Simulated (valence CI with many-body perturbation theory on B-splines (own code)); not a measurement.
E1 transitions of Zn XVIII

Calculated by valence CI with perturbative core correlation (CI+MBPT): three valence electrons over a frozen Dirac-Fock core [Ne], a basis of 11 s, 11 p, 10 d, 8 f, 5 g, 2 h functions for each j, with the one-electron correlation potential Σ1 (screened to all orders), the two-electron term Σ2, the three-electron term Σ3, Breit, model QED; selected single and double excitations, second order for the rest, scaled by the run's own slope (own B-spline code, finite nucleus).

No measured levels were compared; by estimate levels of excited configurations hold to 0.05 to 0.15 % of their energy, terms of the ground configuration to about 0.5 %.

Lines 51 to 100 of 591 in falling wavelength, among levels below 326.79 eV, chosen from the strongest by gf and those to the six lowest levels. Wavelengths and rates use the calculated energies, so an error of 400 cm⁻¹ moves a line at 274.5 Å by 0.11 % and its rate by three times that or more. Electric multipoles are in the length gauge, E1 and E2 with the static RPA response of the core. Weak lines are less certain than strong ones. Lines between different terms over intervals too small for the method are left out, as are lines whose strength nearly cancels. Where a level lies close to another of its J and parity, the split of strength between their lines is uncertain. The highest levels of a list are the least certain.

Names give the largest LS component (configuration and term), which can be under half, so a name can repeat, a term be missing and a line seem to break the LS rules; names also repeat where a configuration has a term twice. Letters in brackets count levels of one name in rising energy.

```csv
λ vac (Å),Upper,Lower,A (s⁻¹),S (a.u.)
274.5,3p3d² ⁴P°_3/2,3s3d² ⁴P_1/2,4.47e+09,1.82e-01
273.0,3s3p² ²D_5/2,3s²3p ²P°_3/2,2.79e+09,1.68e-01
273.0,3p²3d ⁴F_9/2,3s3p3d ⁴D°_7/2,4.59e+09,4.61e-01
272.4,3p³ ²D°_5/2,3s3p² ²D_3/2,5.52e+08,3.30e-02
267.3,3p3d² ²F°_7/2 [c],3s3d² ²F_7/2,2.40e+09,1.81e-01
266.7,3p²3d ⁴D_3/2,3s3p3d ⁴P°_3/2,3.58e+09,1.34e-01
266.5,3p²3d ²F_7/2 [b],3s3p3d ²F°_7/2 [b],4.57e+09,3.42e-01
266.5,3s3p3d ²F°_7/2 [a],3s²3d ²D_5/2,2.94e+09,2.20e-01
266.3,3p³ ⁴S°_3/2,3s3p² ²D_3/2,4.85e+08,1.81e-02
266.1,3p²3d ⁴D_5/2,3s3p3d ⁴P°_3/2,2.46e+09,1.38e-01
265.5,3p3d² ⁴P°_5/2,3s3d² ⁴P_5/2,5.81e+09,3.22e-01
265.4,3p²3d ⁴D_5/2,3s3p3d ⁴D°_5/2,3.50e+09,1.94e-01
265.0,3p3d² ²F°_7/2 [c],3s3d² ²F_5/2,7.48e+09,5.50e-01
264.3,3p3d² ⁴P°_5/2,3s3d² ⁴P_3/2,3.65e+09,1.99e-01
264.2,3p²3d ⁴D_7/2,3s3p3d ²D°_5/2 [a],3.43e+09,2.50e-01
263.3,3p²3d ²F_5/2 [b],3s3p3d ²P°_3/2 [a],2.71e+09,1.46e-01
262.8,3p²3d ⁴F_7/2,3s3p3d ⁴P°_5/2,4.96e+09,3.55e-01
261.4,3p3d² ⁴F°_7/2,3s3d² ⁴F_9/2,4.04e+09,2.85e-01
260.7,3p3d² ²G°_9/2 [a],3s3d² ⁴F_9/2,1.98e+09,1.73e-01
260.4,3p3d² ²F°_5/2 [c],3s3d² ²G_7/2,3.01e+09,1.57e-01
259.9,3p3d² ⁴D°_3/2 [a],3s3d² ⁴F_3/2,4.09e+09,1.42e-01
259.7,3p3d² ⁴F°_5/2,3s3d² ⁴F_7/2,3.85e+09,2.00e-01
259.2,3p3d² ⁴F°_3/2,3s3d² ⁴F_5/2,3.62e+09,1.24e-01
259.0,3p3d² ²F°_7/2 [a],3p²3d ²F_7/2 [b],1.85e+09,1.27e-01
259.0,3p3d² ⁴F°_7/2,3s3d² ⁴F_7/2,2.57e+09,1.76e-01
258.8,3p3d² ²F°_5/2 [c],3s3d² ²D_3/2,7.29e+09,3.74e-01
257.9,3d³ ²P_3/2,3p3d² ²P°_3/2 [c],4.25e+09,1.44e-01
257.8,3p3d² ⁴F°_3/2,3s3d² ⁴F_3/2,3.46e+09,1.17e-01
257.8,3p3d² ⁴F°_5/2,3s3d² ⁴F_5/2,4.84e+09,2.45e-01
257.1,3p3d² ⁴F°_7/2,3s3d² ⁴F_5/2,1.90e+09,1.27e-01
256.2,3p3d² ²G°_9/2 [b],3s3d² ²F_7/2,2.48e+10,2.06e+00
256.0,3p3d² ⁴D°_7/2 [b],3s3d² ⁴P_5/2,4.76e+09,3.15e-01
255.9,3p3d² ²F°_7/2 [b],3s3d² ²G_9/2,7.17e+09,4.74e-01
254.9,3p3d² ⁴D°_5/2 [b],3s3d² ⁴P_3/2,3.52e+09,1.73e-01
254.5,3p3d² ²F°_5/2 [d],3s3d² ²F_5/2,4.90e+09,2.39e-01
254.1,3p3d² ²F°_7/2 [b],3s3d² ²D_5/2,9.87e+09,6.39e-01
252.6,3p3d² ²D°_5/2 [b],3s3d² ²P_3/2,1.81e+10,8.67e-01
252.1,3p²3d ⁴D_7/2,3s3p3d ⁴D°_7/2,3.28e+09,2.08e-01
251.3,3p3d² ⁴F°_9/2,3s3d² ⁴F_9/2,7.73e+09,6.05e-01
251.0,3s3p² ²D_3/2,3s²3p ²P°_1/2,4.40e+09,1.37e-01
250.6,3p3d² ²G°_7/2 [b],3s3d² ²F_7/2,5.22e+09,3.25e-01
250.0,3p²3d ²D_5/2 [c],3s3p3d ²P°_3/2 [b],2.93e+09,1.36e-01
249.8,3p²3d ²D_5/2 [c],3s3p3d ²D°_5/2 [b],9.05e+09,4.18e-01
249.2,3p²3d ⁴F_7/2,3s3p3d ⁴F°_9/2,5.55e+09,3.39e-01
249.1,3p3d² ⁴F°_9/2,3s3d² ⁴F_7/2,1.60e+09,1.22e-01
248.7,3p3d² ²D°_3/2 [c],3s3d² ²P_1/2,1.80e+10,5.47e-01
248.7,3p3d² ²G°_7/2 [b],3s3d² ²F_5/2,1.90e+10,1.15e+00
248.0,3p3d² ⁴D°_7/2 [a],3s3d² ⁴F_7/2,5.00e+09,3.01e-01
246.5,3p²3d ⁴F_5/2,3s3p3d ⁴F°_7/2,6.89e+09,3.06e-01
246.1,3p3d² ²D°_3/2 [b],3s3d² ²D_3/2,8.83e+09,2.60e-01
```
